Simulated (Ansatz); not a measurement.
`C=[CH][In]([F])[Cl]` + HCl → `[F][In]([Cl])[Cl]` + ethylene at 298.15 K and 1 bar (ligand exchange at the In–C bond).

Program: Ansatz. Geometries: PBE0-D4/def2-TZVP. ΔE: electronic, gas phase. CCSD(T)/CBS is the MP2 limit (def2-TZVPP, def2-QZVPP) plus CCSD(T) − MP2 in def2-TZVPP, frozen cores. This one scheme is used for every species. Elements past krypton have def2 core potentials. For In outer-core shells are correlated without core-valence functions, which leaves a few kJ/mol of doubt a bond. One conformer a species, not always the lowest.

```csv
species,CCSD(T)/CBS energy (Eh),H − E (kJ/mol),S (J/(mol·K))
`C=[CH][In]([F])[Cl]`,-827.35046,138.6,374.8
HCl,-460.38127,26.6,186.8
`[F][In]([Cl])[Cl]`,-1209.28900,27.9,339.6
`C=C`,-78.48111,144.6,218.9
```

H − E and S are ideal-gas, rigid-rotor, harmonic terms from PBE0-D4/def2-TZVP, for one conformer and one mirror image of each species. 1 Eh = 2625.50 kJ/mol, R = 8.31446 J/(mol·K).

By hand: ΔE, ΔH, ΔS and ΔG.

ΔE = (-1209.28900) + (-78.48111) − (-827.35046) − (-460.38127) = -0.03838 Eh = -100.8 kJ/mol. Δ(H − E) = 27.9 + 144.6 − 138.6 − 26.6 = 7.3, so ΔH = -93.5 kJ/mol. ΔS = 339.6 + 218.9 − 374.8 − 186.8 = -3.1 J/(mol·K). ΔG = -93.5 − 298.15 × (-3.1)/1000 = -92.6 kJ/mol.

By hand: the equilibrium constant, and the temperature at which ΔG would vanish if ΔH and ΔS stayed fixed.

log₁₀ K = −ΔG/(RT ln 10) = 16.2. ΔG = 0 at ΔH/ΔS = 30161 K, far beyond where these terms or the molecules hold.

The number of gas molecules stays the same, so ΔS is small and ΔH decides. A doubt of 5 kJ/mol in ΔE shifts log₁₀ K by 0.9 here. Other conformers and mirror images would add mixing entropy, several J/(mol·K) or more a flexible species. Modes under 60 cm⁻¹, often nearly free rotors, make the harmonic entropy too high. These are equilibria of isolated gas molecules and say nothing of rates. Largest T1 diagnostic: 0.014 (customary marks: 0.02 for closed shells, 0.045 for open ones).
